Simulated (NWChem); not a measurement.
# C3H2BrCl; SMILES ClC=C=CBr

Computed with NWChem. Geometry: optimised at PBE-D3(BJ)/def2-SVP. Vertical excitations in the gas phase.

Task: Estimate the computed values for B3LYP/def2-SVP, TDA. Quantities: lowest excitation, singlet (eV); oscillator strength of that lowest state; orbital gap (eV).

Result: 
```
Quantity                                  Value
----------------------------------------  -----
lowest excitation, singlet (eV)            4.64
oscillator strength of that lowest state  0.000
orbital gap (eV)                           5.87
```
